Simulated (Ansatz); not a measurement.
The same group exchange along the group O, S, Se.

Calculated with Ansatz (gas phase, PBE0-D4/def2-TZVP geometries, no zero-point term in ΔE). CCSD(T)/CBS adds triple-zeta CCSD(T) − MP2 to the extrapolated MP2 energy (def2 sets, frozen cores). This one scheme is used for every species. DFT in def2-TZVPP. For Ga, Se outer-core shells are correlated without core-valence functions, which leaves a few kJ/mol of doubt a bond. Scalar relativity is left out up to krypton. One conformer a species, not always the lowest.

| reaction | r2SCAN-D4 (kJ/mol) | B97M-V (kJ/mol) | MP2/CBS(def2) (kJ/mol) |
| --- | --- | --- | --- |
| `C[O][Al]([F])[Cl]` + `[SiH3][GaH2]` → `[CH3][GaH][SiH3]` + `[OH][Al]([F])[Cl]` | -93 | -83 | -108 |
| `C[S][Al]([F])[Cl]` + `[SiH3][GaH2]` → `[CH3][GaH][SiH3]` + `[F][Al]([SH])[Cl]` | -53 | -47 | -60 |
| `C[Se][Al]([F])[Cl]` + `[SiH3][GaH2]` → `[CH3][GaH][SiH3]` + `[F][Al]([Cl])[SeH]` | -45 | -38 | -48 |

Problem. Give the CCSD(T)/CBS values in the same order. (An estimate is asked.)

Solution. Ansatz gave: -99, -57, -47 kJ/mol.

Largest T1 diagnostic: 0.013, for `[SiH3][GaH2]`.
